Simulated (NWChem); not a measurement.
Species: B$_{2}$, triplet; SMILES [B][B]

Program: NWChem. Spin-unrestricted. No stability test was run on the SCF state. Each level has its own optimisation; frequencies are unscaled.

```json
[
 {"level": "LDA (Slater exchange, VWN5)/def2-SVP", "r B–B (Å)": "1.622", "highest harmonic frequency (cm⁻¹)": "1045", "zero-point energy (kcal/mol)": "1.5"},
 {"level": "UHF/3-21G", "r B–B (Å)": "1.664", "highest harmonic frequency (cm⁻¹)": "886", "zero-point energy (kcal/mol)": "1.3"},
 {"level": "PBE0/def2-TZVP", "r B–B (Å)": "1.614", "highest harmonic frequency (cm⁻¹)": "1018", "zero-point energy (kcal/mol)": "1.5"},
 {"level": "BP86/def2-TZVP", "r B–B (Å)": "1.622", "highest harmonic frequency (cm⁻¹)": "1000", "zero-point energy (kcal/mol)": "1.4"},
 {"level": "PBE0/def2-SVP", "r B–B (Å)": "1.626", "highest harmonic frequency (cm⁻¹)": "1033", "zero-point energy (kcal/mol)": "1.5"}
]
```
